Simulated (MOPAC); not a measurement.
MOPAC input (PM3):

```
PM3 FORCE THERMO(298,298) PRECISE LET CHARGE=-1 GEO-OK AUX(PRECISION=9) THREADS=1
C3H10NSi

C     1.16350425 1   -0.23572470 1   -1.38836790 1
Si    0.06281149 1   -0.02649699 1   -0.10940665 1
C    -1.64606887 1    0.63526767 1   -0.68478664 1
C    -0.20402847 1   -1.58123716 1    0.99931221 1
N     0.59427563 1    1.20502407 1    1.13598149 1
H     2.06304466 1   -0.82364999 1   -1.29857377 1
H     1.00520511 1    0.15880891 1   -2.37904658 1
H    -2.14866403 1   -0.12272088 1   -1.28964187 1
H    -2.28571493 1    0.87779259 1    0.16608411 1
H    -1.52467231 1    1.53356756 1   -1.29341215 1
H    -0.79172863 1   -1.34948433 1    1.88979009 1
H     0.75329135 1   -1.99937856 1    1.31701766 1
H    -0.73521240 1   -2.34465638 1    0.42694284 1
H     1.09069504 1    0.80160453 1    1.90678560 1
H     1.18312533 1    1.90789017 1    0.73432261 1
```

From the output:

```
     H   15   0.015408   0.958593   6.730193

          HEAT OF FORMATION =     -27.075089 KCALS/MOLE

          ZERO POINT ENERGY      77.478 KCAL/MOL

           NORMAL COORDINATE ANALYSIS (Total motion = 1 Angstrom)

   Root No.       1         2         3         4         5         6         7         8

                 1 A       2 A       3 A       4 A       5 A       6 A       7 A       8 A

                  33.9      49.1      61.8     136.5     184.0     241.4     245.3     247.7

           1   -0.0005   -0.0010   -0.0006    0.0019   -0.0075    0.0078    0.0387   -0.0100
           2    0.0020    0.0057    0.0075   -0.0130   -0.0403   -0.0311    0.0114    0.0495
           3   -0.0099    0.0011   -0.0054    0.0305   -0.0190    0.0618   -0.0077    0.0391
           4   -0.0006   -0.0011   -0.0006    0.0018   -0.0065    0.0071    0.0406   -0.0113
           5    0.0008    0.0012    0.0006    0.0001   -0.0042    0.0169   -0.0118   -0.0322
           6   -0.0033   -0.0014   -0.0011    0.0058   -0.0029   -0.0349   -0.0011   -0.0255
           7   -0.0001    0.0043    0.0039    0.0100    0.0444    0.0138   -0.0364   -0.0213
           8    0.0001   -0.0016   -0.0016   -0.0016   -0.0258    0.0116    0.0202   -0.0289
           9    0.0135    0.0073    0.0025   -0.0377    0.0246    0.0134    0.0118    0.0208
          10    0.0012    0.0084    0.0009   -0.0341    0.0023   -0.0478   -0.0219    0.0075
          11    0.0030    0.0014    0.0036   -0.0241    0.0473    0.0147   -0.0027    0.0298
          12   -0.0008   -0.0053    0.0008    0.0072    0.0257   -0.0047    0.0373    0.0047
          13   -0.0059   -0.0134   -0.0049    0.0145   -0.0283    0.0162   -0.0379    0.0371
          14    0.0014   -0.0021   -0.0074    0.0404    0.0221   -0.0216   -0.0103    0.0028
          15   -0.0040   -0.0045    0.0015   -0.0089   -0.0282   -0.0102   -0.0419   -0.0174
          16   -0.0011   -0.0023   -0.0055    0.0140    0.0169    0.0714    0.0184   -0.0640
          17   -0.0099   -0.0040    0.0049    0.0226   -0.0380   -0.0995    0.0343    0.1079
          18   -0.0524   -0.0354   -0.0262    0.1824    0.0470   -0.0220    0.0218    0.1109
          19    0.0003    0.0002    0.0043   -0.0088   -0.0308   -0.0533    0.0596    0.0461
          20    0.0102    0.0148    0.0145   -0.0523   -0.0722   -0.0407    0.0177    0.0764
          21    0.0245    0.0382    0.0110   -0.1121   -0.0883    0.2099   -0.0433   -0.0153
          22    0.0489   -0.1152    0.1062    0.0194    0.0600    0.0103   -0.0806   -0.0450
          23   -0.0289    0.0474   -0.0453    0.0213   -0.0370   -0.0159   -0.0023   -0.0655
          24    0.0402   -0.0464    0.0495   -0.0476    0.0342    0.0272    0.0137    0.0349
          25   -0.0067    0.0205   -0.0097    0.0088    0.0445    0.0150   -0.0339   -0.0187
          26    0.0050   -0.0149    0.0033   -0.0076   -0.0692    0.0034    0.0958   -0.0119
          27   -0.0439    0.1484   -0.1150   -0.0467    0.0319    0.0237    0.0222    0.0408
          28   -0.0428    0.1127   -0.0827    0.0051    0.0766    0.0294   -0.0710   -0.0135
          29    0.0237   -0.0397    0.0360   -0.0192    0.0097    0.0421   -0.0016   -0.0043
          30    0.0536   -0.0781    0.0761   -0.0484    0.0347    0.0283    0.0133    0.0353
          31   -0.0135    0.0185    0.0219   -0.0309    0.0049   -0.0436   -0.0173    0.0102
          32   -0.0872    0.0672    0.1307   -0.0245    0.0667   -0.0126   -0.0253    0.0566
          33   -0.0533    0.0273    0.0764    0.0331    0.0327    0.0526    0.0938    0.0051
          34   -0.0741    0.0645    0.1088   -0.0390    0.0243   -0.0756   -0.0437    0.0388
          35    0.0386   -0.0248   -0.0471   -0.0237    0.0399    0.0259    0.0063    0.0193
          36    0.0672   -0.0502   -0.0899   -0.0258    0.0623   -0.0146    0.0339    0.0564
          37    0.0906   -0.0512   -0.1258   -0.0584   -0.0110   -0.0869   -0.0620   -0.0028
          38    0.0597   -0.0388   -0.0722   -0.0440    0.0798    0.0295    0.0173    0.0722
          39   -0.0130    0.0040    0.0158    0.0127    0.0071   -0.0192    0.0201   -0.0184
          40    0.1766    0.0983    0.0468    0.1272   -0.0271   -0.0140   -0.0435    0.0645
          41    0.0476    0.0263    0.0063    0.0660    0.0195   -0.0252   -0.0136    0.0075
          42    0.0506    0.0299    0.0221    0.0016   -0.0513    0.0132   -0.0585   -0.0286
          43   -0.0854   -0.0672   -0.0293   -0.0254   -0.0507    0.0362   -0.0980    0.0658
          44   -0.1606   -0.1028   -0.0580   -0.0407    0.0365   -0.0206   -0.0016   -0.0001
          45    0.0397    0.0259    0.0148    0.0129   -0.0106   -0.0247    0.0030   -0.0386

   Root No.       9        10        11        12        13        14        15        16

                 9 A      10 A      11 A      12 A      13 A      14 A      15 A      16 A

                 270.3     548.8     595.2     652.2     736.7     750.4     786.3     795.2

           1   -0.0010   -0.0388   -0.0102   -0.0050    0.0453    0.0092    0.0587   -0.0251
           2    0.0064   -0.0010   -0.0160   -0.0205    0.0103   -0.0304   -0.0085   -0.0059
           3    0.0012   -0.0103    0.0108   -0.0719    0.0016    0.0091   -0.0022    0.0037
           4   -0.0010   -0.0238   -0.0053    0.0085   -0.0049   -0.0012   -0.0192    0.0086
           5   -0.0183   -0.0021   -0.0619   -0.0072   -0.0159    0.0016    0.0047    0.0070
           6    0.0115   -0.0336    0.0263    0.0017   -0.0276   -0.0072   -0.0010   -0.0022
           7    0.0015    0.0276    0.0493    0.0024    0.0079   -0.0142   -0.0184    0.0046
           8   -0.0192    0.0744    0.1078   -0.0035    0.0027    0.0055    0.0093   -0.0063
           9   -0.0320   -0.0041    0.0061    0.0004   -0.0158   -0.0091    0.0112    0.0176
          10   -0.0047    0.0469   -0.0343   -0.0049    0.0003    0.0171   -0.0188    0.0153
          11    0.0010   -0.0648    0.0306    0.0098   -0.0169    0.0081   -0.0180   -0.0201
          12    0.0286    0.0867   -0.0550   -0.0155   -0.0085   -0.0012    0.0024   -0.0225
          13    0.0046    0.0042    0.0014   -0.0071   -0.0499   -0.0078    0.0071   -0.0007
          14    0.0401   -0.0070   -0.0114    0.0106    0.0262    0.0075    0.0021    0.0071
          15   -0.0130   -0.0182   -0.0019    0.0210    0.0726    0.0134   -0.0118    0.0022
          16   -0.0183   -0.0328   -0.0845   -0.0014    0.0913   -0.1393    0.0164   -0.0497
          17   -0.0362    0.0140    0.0200    0.0935   -0.0324    0.0646    0.0254    0.0096
          18   -0.1869    0.0571   -0.0453    0.3347   -0.0249   -0.0323    0.0184   -0.0087
          19    0.0156   -0.0426    0.0626    0.0183   -0.0113    0.1535    0.0828    0.0061
          20    0.0594    0.0104    0.0269    0.0879   -0.0371    0.0663    0.0172    0.0080
          21    0.1872    0.0510   -0.0244    0.3340   -0.0328   -0.0262    0.0218   -0.0303
          22    0.0244    0.0199    0.0411   -0.0088   -0.0537    0.0237    0.0705    0.0258
          23    0.0216    0.0365    0.1100   -0.0087   -0.0938   -0.0242    0.0958    0.0866
          24   -0.0488    0.0114   -0.0034    0.0009    0.0220    0.0157   -0.0167   -0.0282
          25   -0.0012    0.0262    0.0423    0.0028    0.0121   -0.0118   -0.0235   -0.0001
          26   -0.0323    0.0481    0.0983    0.0218    0.0607   -0.1076   -0.1305    0.0230
          27   -0.0542    0.0104   -0.0071    0.0018    0.0245    0.0152   -0.0220   -0.0294
          28   -0.0109    0.0459    0.0180   -0.0111    0.0060    0.0723    0.0304   -0.0503
          29   -0.0509    0.1007    0.0541   -0.0121    0.0497    0.0958    0.0015   -0.1026
          30   -0.0495    0.0098   -0.0107    0.0010    0.0224    0.0162   -0.0197   -0.0296
          31   -0.0025    0.0429   -0.0286   -0.0025    0.0066    0.0180   -0.0185    0.0307
          32   -0.0002   -0.0419    0.0496   -0.0058    0.0189   -0.0797    0.0838   -0.0323
          33    0.0497    0.0722   -0.0525    0.0114    0.0215    0.0910   -0.0818    0.1297
          34   -0.0040    0.0527    0.0058   -0.0150    0.0385   -0.0763    0.0849    0.0121
          35    0.0016   -0.0618    0.0127    0.0129   -0.0265    0.0419   -0.0531   -0.0110
          36    0.0455    0.0960    0.0035   -0.0158    0.0805   -0.0807    0.1117    0.0954
          37   -0.0220    0.0328   -0.0266   -0.0154   -0.0401   -0.0327    0.0148   -0.1046
          38    0.0226   -0.0323    0.0503    0.0122    0.0756   -0.0163    0.0429    0.1388
          39    0.0148    0.0628   -0.0589   -0.0174   -0.0617    0.0016   -0.0219   -0.1203
          40    0.0315    0.0055    0.0393   -0.0035    0.0727   -0.0097   -0.0571   -0.0467
          41    0.0401   -0.0047   -0.0096    0.0117    0.0444    0.0078   -0.0046    0.0046
          42   -0.0649   -0.0042   -0.0557    0.0245   -0.0091    0.0220    0.0609    0.0766
          43    0.0007    0.0301    0.0005   -0.0122    0.0695   -0.0011   -0.0210    0.0089
          44    0.0681   -0.0149    0.0126    0.0106    0.0658    0.0037   -0.0354   -0.0313
          45   -0.0074   -0.0380    0.0015    0.0249   -0.0106    0.0078    0.0046   -0.0085

   Root No.      17        18        19        20        21        22        23        24

                17 A      18 A      19 A      20 A      21 A      22 A      23 A      24 A

                 834.4     846.9     882.0     891.2     931.3    1254.7    1262.1    1314.0

           1   -0.0144   -0.0157    0.0321    0.0293   -0.0208   -0.0001   -0.0006   -0.0498
           2   -0.0244    0.0133    0.0118   -0.0132    0.0070   -0.0002    0.0002    0.0001
           3    0.0091   -0.0050   -0.0018   -0.0054   -0.0012    0.0004    0.0002    0.0008
           4    0.0086    0.0082   -0.0268   -0.0246    0.0253   -0.0016   -0.0026   -0.0035
           5    0.0088   -0.0004   -0.0157    0.0197   -0.0158    0.0028   -0.0030    0.0004
           6   -0.0060    0.0182    0.0003    0.0302    0.0030   -0.0028   -0.0006    0.0006
           7    0.0171   -0.0156    0.0176    0.0149   -0.0103    0.0041   -0.0190    0.0012
           8   -0.0110    0.0054    0.0005   -0.0084    0.0046    0.0097   -0.0456    0.0043
           9   -0.0129   -0.0289   -0.0059   -0.0142   -0.0045    0.0001   -0.0002   -0.0003
          10   -0.0186   -0.0011    0.0163    0.0054   -0.0107   -0.0208   -0.0045    0.0016
          11   -0.0079   -0.0136    0.0106   -0.0059    0.0079    0.0266    0.0060   -0.0025
          12    0.0057   -0.0162   -0.0006   -0.0059    0.0066   -0.0368   -0.0081    0.0026
          13    0.0059    0.0170    0.0198   -0.0082   -0.0261   -0.0004   -0.0001    0.0005
          14    0.0107   -0.0019    0.0207   -0.0200    0.0247    0.0001   -0.0000   -0.0005
          15    0.0040   -0.0106   -0.0104   -0.0341   -0.0095   -0.0001    0.0001   -0.0006
          16   -0.1098    0.0365    0.0693   -0.0181    0.0103    0.0092    0.0192    0.3444
          17    0.0326   -0.0220   -0.0186    0.0225   -0.0174   -0.0056   -0.0119   -0.2292
          18   -0.0366    0.0029   -0.0065    0.0067   -0.0134    0.0014    0.0013    0.0501
          19    0.0863   -0.0661   -0.0170    0.0644   -0.0404    0.0103    0.0188    0.3427
          20    0.0451   -0.0200   -0.0217    0.0210   -0.0088    0.0054    0.0112    0.2284
          21   -0.0022    0.0114    0.0016    0.0227    0.0015   -0.0042   -0.0037   -0.0653
          22   -0.0662   -0.0235   -0.0445   -0.0687    0.0174   -0.0263    0.1183   -0.0093
          23   -0.0918   -0.1192   -0.0496   -0.1008   -0.0010   -0.0443    0.1988   -0.0147
          24    0.0135    0.0384    0.0064    0.0192    0.0045    0.0167   -0.0760    0.0057
          25    0.0220   -0.0075    0.0181    0.0197   -0.0091   -0.0019    0.0081   -0.0011
          26    0.1205   -0.0739    0.0944    0.1100   -0.0603   -0.0540    0.2442   -0.0221
          27    0.0184    0.0414    0.0080    0.0243    0.0041   -0.0024    0.0114   -0.0001
          28   -0.0283    0.0920   -0.0314   -0.0206    0.0357   -0.0307    0.1363   -0.0101
          29   -0.0016    0.1677   -0.0189    0.0145    0.0464   -0.0425    0.1887   -0.0118
          30    0.0168    0.0419    0.0058    0.0216    0.0047   -0.0154    0.0687   -0.0047
          31   -0.0216    0.0078    0.0158    0.0097   -0.0145    0.0153    0.0031   -0.0006
          32    0.0713    0.0100   -0.0616   -0.0137    0.0246   -0.1340   -0.0286    0.0092
```

The dipole moment of an ion depends on the origin.
